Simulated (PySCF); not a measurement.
C4H12Si, SMILES C[Si](C)(C)C. Geometry optimised at PBE0-D3(BJ)/def2-SVP. The isomer is the one that the SMILES or the coordinates give; other isomers of the formula were not compared.

Method: PBE0-D3(BJ)/def2-SVP in PySCF.

Harmonic wavenumbers (cm⁻¹): 147, 170, 170, 170, 184, 184, 229, 229, 229, 592, 668, 668, 668, 699, 699, 699, 818, 818, 876, 876, 876, 1258, 1258, 1258, 1270, 1423, 1423, 1423, 1427, 1427, 1443, 1443, 1443, 3050, 3050, 3050, 3051, 3153, 3153, 3153, 3153, 3153, 3155, 3155, 3155. Rotational constants (GHz): 3.077, 3.077, 3.077; symmetry number 12.

**Question.** Work out the zero-point energy and the ideal-gas rigid-rotor harmonic-oscillator thermochemistry at 298.15 K and 1 atm.

**Answer.** ZPE = ½ Σ hcν = ½ × 64602 cm⁻¹ = 386.40 kJ/mol. H − E(el) = 413.40 kJ/mol. Entropy in J/(mol K): translation 164.62, rotation 91.48, vibration 99.42, total 355.52. G − E(el) = 307.40 kJ/mol. Cp = 146.84 J/(mol K). Modes under 150 cm⁻¹ make the vibrational entropy uncertain.
